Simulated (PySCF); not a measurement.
A structure optimised at B3LYP-D3(BJ)/def2-SVP, used in a PySCF frequency run:

```
Si
H 1 1.4934
N 1 1.8205 2 112.32
C 3 1.2892 1 103.56 2 -120.55
H 4 1.1086 3 119.96 1 -177.74
Si 4 1.9331 5 130.69 3 178.96
H 6 1.4948 4 114.70 5 -66.36
H 6 1.4956 7 108.12 4 -132.46
Si 1 2.3481 2 111.22 3 125.41
H 9 1.4923 1 111.47 2 -58.91
H 9 1.4923 10 109.25 1 120.38
H 9 1.4938 10 108.97 11 118.81
```
Charge 0, spin multiplicity 1.

### Question
Write its SMILES and formula.

### Answer
[SiH3][Si@H]1N=C[SiH2]1, CH₇NSi₃

### Question
What are its rotational constants (standard atomic weights)?

### Answer
4.4081, 1.4657, 1.2906 GHz
